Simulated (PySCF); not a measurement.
C6H8O.
Numbering: `[CH:1]#[C:2][C:3](=[CH2:4])[O:5][CH2:6][CH3:7]` (hydrogens: H8 on C1; H9, H10 on C4; H11, H12 on C6; H13, H14, H15 on C7)

Structure used (PBE0-D3(BJ)/def2-SVP), in Å, numbered top down from 1:
```xyz
15
C6H8O angstrom
C     -2.6390    2.8141   -0.4586
C     -2.0367    1.7836   -0.2503
C     -1.3378    0.5548   -0.0011
C     -1.9950   -0.5781    0.3151
O     -0.0034    0.6979   -0.1252
C      0.8044   -0.4354    0.0938
C      2.2440   -0.0319   -0.1017
H     -3.1684    3.7303   -0.6443
H     -1.4847   -1.5213    0.5082
H     -3.0816   -0.5568    0.3824
H      0.6341   -0.8217    1.1167
H      0.5166   -1.2392   -0.6101
H      2.9071   -0.8935    0.0630
H      2.5227    0.7633    0.6048
H      2.4059    0.3434   -1.1225
```

Method used: core-valence-separated Tamm–Dancoff BHandHLYP/aug-pcX-1 (pcseg-1 on H) in PySCF, non-relativistic, gas phase, PBE0-D3(BJ)/def2-SVP geometry.

Computed carbon K-edge spectrum, Gaussian lines of 0.6 eV full width, highest printed point 100; it ends one width below the last computed root. Absolute energies from this functional tend to lie a few eV below measured edges; no shift was applied.

(photon energy (eV), absorption): (281.8, 0), (281.9, 0), (282.0, 1), (282.1, 3), (282.2, 7), (282.3, 13), (282.4, 19), (282.5, 26), (282.6, 31), (282.7, 33), (282.8, 33), (282.9, 36), (283.0, 43), (283.1, 55), (283.2, 70), (283.3, 86), (283.4, 97), (283.5, 100), (283.6, 93), (283.7, 77), (283.8, 56), (283.9, 36), (284.0, 20), (284.1, 10), (284.2, 7), (284.3, 7), (284.4, 12), (284.5, 20), (284.6, 28), (284.7, 34), (284.8, 36), (284.9, 33), (285.0, 26), (285.1, 19), (285.2, 13), (285.3, 10), (285.4, 10), (285.5, 11), (285.6, 13), (285.7, 17), (285.8, 24), (285.9, 32), (286.0, 40), (286.1, 46), (286.2, 47), (286.3, 43), (286.4, 36), (286.5, 28), (286.6, 23), (286.7, 22), (286.8, 25), (286.9, 31)

Q: Where are the maxima, and which lines make them up?

A: 3 maxima:
- 283.5 eV: C1 + C2 (terminal alkyne carbon and alkyne carbon), 283.59 eV, f = 0.113, 58 % of the height at the exact maximum; C1 (terminal alkyne carbon), 283.23 eV, f = 0.061, 1s→π*, 22 % of the height at the exact maximum; C2 (alkyne carbon), 283.42 eV, f = 0.034, 1s→π*, 19 % of the height at the exact maximum
- 284.8 eV: C3 (vinylic carbon bearing oxygen), 284.78 eV, f = 0.063, 1s→π*, 99 % of the height at the exact maximum
- 286.2 eV: C7 (methyl carbon), 286.20 eV, f = 0.027, 32 % of the height at the exact maximum; C7 (methyl carbon), 286.28 eV, f = 0.027, 30 % of the height at the exact maximum; C4 (terminal =CH2 carbon), 286.08 eV, f = 0.021, 24 % of the height at the exact maximum

Further lines of some strength in the range: C4, 282.63 eV, f = 0.052; C7, 285.44 eV, f = 0.010; C1, 286.00 eV, f = 0.011.

Roots within 0.03 eV on the same or equivalent atoms count as one line; shares under 12 % aren't listed.

Vibrational structure and lifetime widths aren't in the curve. The ionisation threshold wasn't computed; near and above it a finite basis only mimics Rydberg series and continuum.

One conformer stands for the species.
